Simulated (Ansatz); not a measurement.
Ansatz (an electronic-structure program) input (RPA@PBE/cc-pVTZ):

Ansatz 0.2 input:
```yaml
crystal:
  periodic: [false, false, false]
  atoms:
    - {symbol: B, position_ang: [1.23064426, 0.07062978, -0.26220421]}
    - {symbol: O, position_ang: [0.06860450, -0.29693456, 0.33940966]}
    - {symbol: C, position_ang: [-1.15244660, 0.15858542, -0.01888637]}
    - {symbol: H, position_ang: [2.22679952, -0.41658462, 0.16611487]}
    - {symbol: H, position_ang: [1.20448738, 0.84657476, -1.17142803]}
    - {symbol: H, position_ang: [-1.98421933, -0.22164513, 0.54956749]}
    - {symbol: H, position_ang: [-1.23444531, 0.86247006, -0.83519233]}
basis:
  gaussian:
    orbitals: cc-pVTZ
hamiltonian:
  xc: pbe
magnetization: {spin_polarized: true, initial_magnetization: 1}
correlation: {method: rpa, electrons: outside_noble_gas}
```

Output:

```
Functional definition: PBE
integrals: 0.15 GiB planned
842 factors; integrals over basis functions are off by at most 1.4e-3 eV
mean field: 0.53 GiB planned
mean field evaluation 1: about -3816.2518 eV, gradient 3.2e1 eV
mean field evaluation 2: about -3816.2413 eV, gradient 3.2e1 eV
mean field evaluation 4: about -3819.7952 eV, gradient 1.5e1 eV
mean field evaluation 8: about -3820.6935 eV, gradient 4.7e-1 eV
mean field evaluation 16: about -3820.6938 eV, gradient 9.1e-5 eV
mean field -3820.69377600 eV, -140.4079065089 hartree, gradient 3.1e-6 eV, S^2 0.754218; 1 other end points of the search recorded, 0 dependent functions left out
3 core orbitals not correlated
reference -3802.37787279 eV, -139.7348094807 hartree; 9, 8 occupied and 134, 135 virtual orbitals, 842 factors
Total energy: -3824.82816723 eV, -140.5598425841 hartree
```

It need not be the lowest isomer of its formula.
